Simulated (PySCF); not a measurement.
Working out the ionisation energy of Kr

Kr [Kr] (1S) → Kr⁺ [Ar] 3d10 4s2 4p5 (2P). Computed with PySCF 2.14 in def2-TZVPPD, with no relativity, point nucleus. Frozen: [Ne]. Energies in hartree (1 hartree = 27.21139 eV):

| part | Kr (lower) | Kr⁺ (upper) |
| --- | --- | --- |
| UHF | -2752.003097 | -2751.522171 |
| MP2 opposite-spin | -0.238684 | -0.215195 |
| MP2 same-spin | -0.107457 | -0.094813 |

Task: What does Hartree-Fock give?

Result: (-2751.522171) − (-2752.003097) = 0.480926 hartree = 13.087 eV.

Task: What do MP2 and SCS-MP2 (6/5 opposite-spin, 1/3 same-spin) give?

Result: The opposite-spin parts differ by 0.639 eV and the same-spin parts by 0.344 eV. MP2: 13.087 + (0.639) + (0.344) = 14.070 eV. SCS-MP2: 13.087 + 1.2 × (0.639) + (0.344)/3 = 13.968 eV.

Measured between the centres of the two terms (NIST): 14.222 eV, so MP2 (valence and next inner shell) is off by -0.152 eV.

The calculation is non-relativistic.

What remains against the reference includes basis incompleteness, the frozen core and correlation beyond second order.
